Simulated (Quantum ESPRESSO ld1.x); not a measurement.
Problem. All-electron atom: Hf3+ in [Xe] 4f14 5d1. Method: scalar-relativistic Kohn-Sham, PBE, spin-unpolarised, spherical densities, point nucleus; computed with ld1.x of Quantum ESPRESSO 7.5. Some entries of the table are withheld. Estimate them.

orbital,occ.,eigenvalue (hartree),<r^2> (bohr^2),<1/r> (bohr^-1)
1s,2,-2400.32,0.0004949,83.84
2s,2,(1),0.007639,19.57
2p,6,-361.266,0.006284,17.85
3s,2,-94.4972,(2),7.241
3p,6,-79.5431,0.05041,6.712
3d,10,-61.8559,0.04187,6.350
4s,2,-19.8402,0.2475,3.067
4p,6,-14.9356,0.2818,2.792
4d,10,-8.60011,(3),2.475
5s,2,-3.46425,(4),1.176
5p,6,-2.29722,1.980,0.9868
4f,14,-1.62247,0.5835,1.921
5d,1,-0.99687,4.356,(5)

Solution. 
(1) 2s eigenvalue (hartree): -411.331
(2) 3s <r^2> (bohr^2): 0.04976
(3) 4d <r^2> (bohr^2): 0.3324
(4) 5s <r^2> (bohr^2): 1.435
(5) 5d <1/r> (bohr^-1): 0.6586
